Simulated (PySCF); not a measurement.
## Electronic absorption of Ge(OMe)2Me2

Compound: Ge(OMe)2Me2, C4H12GeO2.
Geometry (PBE0-D3(BJ)/def2-SVP, Å), atoms numbered from 1 in this order:
```
atom  x, y, z in Å
Ge1   -0.4539   -0.0080   -0.2770
O2    -0.3296   -0.0720    1.5024
C3     0.3436   -1.1273    2.1259
H4    -0.1670   -2.1008    1.9839
H5     0.3830   -0.9318    3.2099
H6     1.3832   -1.2406    1.7646
O7     1.2109    0.0770   -0.9140
C8     2.0389    1.1570   -0.5909
H9     1.6606    2.1183   -0.9908
H10    3.0339    0.9855   -1.0331
H11    2.1706    1.2793    0.5008
C12   -1.4300    1.6215   -0.6356
H13   -1.3468    1.8889   -1.6988
H14   -1.0268    2.4412   -0.0247
H15   -2.4927    1.4912   -0.3863
C16   -1.1596   -1.6549   -1.0032
H17   -1.3786   -1.5299   -2.0734
H18   -2.0840   -1.9424   -0.4824
H19   -0.4184   -2.4587   -0.8926
```

Method used: TDDFT PBE0/def2-SVPD, vertical, gas phase, core orbitals frozen in the response in PySCF 2.14.0, density-fitted response routines. Relativistic effects, spin–orbit coupling among them, are left out although an element past zinc is present.

```
state  E (eV)  ν̃ (cm⁻¹)       f   main configurations (H = HOMO, L = LUMO)
   S1    6.88      55530  0.0048                                  H→L (93%)
   S2    6.96      56140  0.0049                                H-1→L (92%)
   S3    7.30      58920   0.023                                H-2→L (95%)
   S4    7.70      62090   0.011    H→L+1 (59%), H→L+2 (18%), H-1→L+2 (12%)
   S5    7.70      62140   0.015    H→L+2 (50%), H-1→L+1 (21%), H→L+1 (19%)
   S6    7.83      63160  0.0080    H-1→L+1 (46%), H→L+2 (18%), H→L+4 (14%)
   S7    7.84      63220  0.0055    H-1→L+2 (47%), H→L+3 (15%), H→L+1 (11%)
   S8    7.86      63430   0.011    H→L+3 (34%), H-3→L (23%), H-1→L+2 (22%)
   S9    7.95      64110   0.015  H-1→L+3 (29%), H→L+4 (23%), H-1→L+1 (19%)
  S10    8.09      65210   0.045    H-3→L (32%), H-2→L+1 (17%), H→L+3 (16%)
  S11    8.11      65400  0.0034               H-1→L+4 (44%), H-2→L+1 (34%)
  S12    8.12      65520   0.040                              H-2→L+2 (70%)
  S13    8.21      66240   0.050                 H-1→L+3 (41%), H→L+4 (37%)
  S14    8.22      66320  0.0079  H-2→L+1 (32%), H-1→L+4 (19%), H-3→L (15%)
  S15    8.39      67680  0.0002   H-2→L+3 (66%), H-3→L (16%), H-2→L+5 (9%)
```

Triplets (Tamm–Dancoff): T1 6.70 eV, H→L (81%); T2 6.78 eV, H-1→L (80%); T3 7.11 eV, H-2→L (83%); T4 7.46 eV, H→L+1 (32%), H-1→L+4 (17%), H→L+3 (17%).

The lowest singlet lies at 6.88 eV (180 nm, vacuum ultraviolet) and is very weak; its leading configuration is HOMO→LUMO (93%). The most intense listed level is S13 at 8.21 eV (151 nm, f = 0.050), 1.33 eV above S1. S4/S5, S6/S7 and S13/S14 lie within about 0.01 eV of each other in each set. Löwdin shares by element: HOMO oxygen 66%, carbon 14% or more (atoms not listed hold the other 20%); LUMO germanium 23%, carbon 21% or more, hydrogen 6% or more (atoms not listed hold the other 51%). Weighted by f, the mean energy of these states is 7.93 eV. Orbital energies (eV): HOMO-3 -8.78, HOMO-2 -8.03, HOMO-1 -7.71, HOMO -7.63, LUMO 0.34, LUMO+1 1.11, LUMO+2 1.16. The listed states span 1.51 eV, and the widest gap between neighbours is 0.39 eV (S3 to S4). Only the lowest 15 singlets were computed, as vertical energies without vibronic structure.

Time: 3.2 min wall (grids of density and orbitals included); peak memory 1.2 GiB. Hardware: Intel Xeon at 2.50 GHz, one thread, on a shared host.

One conformer stands for the species.
